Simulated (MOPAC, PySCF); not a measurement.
C14H10S, SMILES `c1cc2c(cccc2)c2cc(ccc12)S` (H–S–C–C torsion 180°), neutral singlet in the gas phase. 

Cartesian coordinates (Å):
```xyz
25

S     -4.4496    -0.9984    -0.9858
C     -3.0035    -0.1042    -0.5159
C     -3.1752     1.2580    -0.1857
C     -2.0866     2.0103     0.1899
C     -0.7905     1.4538     0.2542
C      0.3331     2.2473     0.6463
C      1.5815     1.7134     0.7091
C      1.8125     0.3380     0.3841
C      3.1128    -0.2092     0.4517
C      3.3462    -1.5322     0.1409
C      2.2743    -2.3524    -0.2507
C      0.9946    -1.8384    -0.3235
C      0.7237    -0.4887    -0.0114
C     -0.6103     0.0835    -0.0776
C     -1.7393    -0.6696    -0.4593
H     -3.8432    -2.1844    -1.1984
H     -4.1697     1.7085    -0.2291
H     -2.2187     3.0646     0.4465
H      0.1647     3.2980     0.8957
H      2.4345     2.3268     1.0098
H      3.9374     0.4403     0.7574
H      4.3573    -1.9417     0.1980
H      2.4521    -3.4014    -0.4988
H      0.1829    -2.4991    -0.6303
H     -1.6210    -1.7227    -0.7171
```
Charge 0, multiplicity 1.

All levels are single points at this geometry (PBE0-D4/def2-SVP); Pople sets use spherical d functions. Orbital energies aren't observables, and empty levels follow the basis.

AM1 in MOPAC gives dipole (D) = 1.46.

**Question.** Estimate the dipole (D) from each of these levels: PBE-D3(BJ)/def2-SVP in PySCF; PBE0-D4/def2-SVP in PySCF; B3LYP/3-21G in PySCF; B3LYP/6-31G* in PySCF; BP86/6-31G* in PySCF; HF/3-21G in PySCF; PM6 in MOPAC; PM7 in MOPAC.

**Answer.** 
```csv
level,dipole (D)
PBE-D3(BJ)/def2-SVP in PySCF,0.81
PBE0-D4/def2-SVP in PySCF,0.99
B3LYP/3-21G in PySCF,1.45
B3LYP/6-31G* in PySCF,1.21
BP86/6-31G* in PySCF,1.12
HF/3-21G in PySCF,1.81
PM6 in MOPAC,1.50
PM7 in MOPAC,1.68
```
